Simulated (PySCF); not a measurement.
H2S2Se, SMILES S[Se]S. Atoms are numbered in the order given.

```xyz
5

Se     0.0000     0.0000     0.6768
S      1.7138    -0.0840    -0.6663
H      1.8641     1.2360    -0.8449
S     -1.7138     0.0840    -0.6663
H     -1.8641    -1.2360    -0.8449
```

The structure is a stationary point at ωB97X-D3(BJ)/def2-TZVP. Other conformers were not sampled.

Computed with PBE/def2-TZVPD (PySCF).

Mulliken values depend strongly on the basis, most of all with diffuse functions as here. Atomic charges (e):

```tsv
atom	Mulliken	meta-Löwdin
Se1	0.12	0.10
S2	-0.27	-0.15
H3	0.21	0.10
S4	-0.27	-0.15
H5	0.21	0.10
```
